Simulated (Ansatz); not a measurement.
`[SiH3][Se][GaH2]` + CH₄ → `C[Se][GaH2]` + SiH₄  (formal exchange of groups at the Se–Si bond)

Computed with Ansatz on PBE0-D4/def2-TZVP structures; ΔE is electronic, products minus reactants. CBS: MP2 limit from def2 TZ/QZ plus the TZ coupled-cluster correction, frozen cores. This one scheme is used for every species. DFT in def2-TZVPP. B3LYP here is the variant with VWN-RPA as its local correlation; programs differ in this. For Ga, Se outer-core shells are correlated without core-valence functions, which leaves a few kJ/mol of doubt a bond. Scalar relativity is left out up to krypton.

```
       level  ΔE (kJ/mol)
   r2SCAN-D4        122.5
    B3LYP-D4        116.9
CAM-B3LYP-D4        115.9
         PBE        115.5
      r2SCAN        122.0
     r2SCAN0        125.1
 HF/def2-SVP        120.8
HF/CBS(def2)        119.4
```

Question: What does CCSD(T)/CBS give? (Best estimate.)

Answer: Computed: +121.2 kJ/mol. The listed levels differ from it by 1.3, -4.3, -5.3, -5.7, 0.8, 3.9, -0.4, -1.8 kJ/mol.

Question: What do rigid-rotor, harmonic-oscillator terms from PBE0-D4/def2-TZVP frequencies (298.15 K, 1 bar) make of the CCSD(T)/CBS value? (Best estimate.)

Answer: Computed: ΔZPE = -5.2 kJ/mol, ΔH = +114.6 kJ/mol, ΔS = 0 J/(mol·K), ΔG = +114.7 kJ/mol.

Largest T1 diagnostic among the species: 0.012.

The D4 term adds +3.6 kJ/mol with B3LYP and +2.0 kJ/mol with PBE0; it sums over pairs of atoms, weighted by their polarisabilities, and B3LYP, whose exchange is more repulsive, gets the larger term. From BLYP to BHLYP (50 % exact exchange), in def2-TZVPP and without D4, ΔE moves by +9.7 kJ/mol.

CCSD(T)/CBS has its own doubt, a few kJ/mol and more with outer-core shells, so smaller differences from it don't rank the levels.
